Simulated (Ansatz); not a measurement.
PBE exchange is replaced step by step with exact exchange (0 % is PBE, 25 % PBE0; no dispersion term), basis def2-TZVP, Ansatz. System: the cluster TaS2. The state is a doublet with charge 0. Geometry: r2SCAN-D4/def2-TZVP, each spin state at its own.

Geometry of the doublet:

```xyz
3

Ta    0.627    0.549    0.147
S     0.681   -1.098   -1.243
S    -1.308    0.549    1.096
```

In the def2 sets Ta takes a core potential; there is no spin–orbit coupling. The structure comes from a short search, and lower isomers may exist.

HOMO and LUMO are taken over both spins.

| exact exchange (%) | HOMO (eV) | LUMO (eV) | gap (eV) | ⟨S²⟩ | quartet − doublet (kJ/mol) |
| --- | --- | --- | --- | --- | --- |
| 0 | -5.47 | -4.11 | 1.36 | 0.766 | 175.8 |
| 5 | -5.71 | -3.96 | 1.75 | 0.767 | 174.2 |
| 10 | -5.95 | -3.80 | 2.14 | 0.768 | 172.5 |
| 15 | -6.19 | -3.65 | 2.54 | 0.769 | 170.7 |
| 25 | -6.67 | -3.33 | 3.34 | 0.772 | 166.9 |
| 35 | -7.17 | -3.05 | 4.12 | 0.775 | 162.8 |
| 50 | -7.90 | -2.66 | 5.24 | 0.781 | 156.1 |
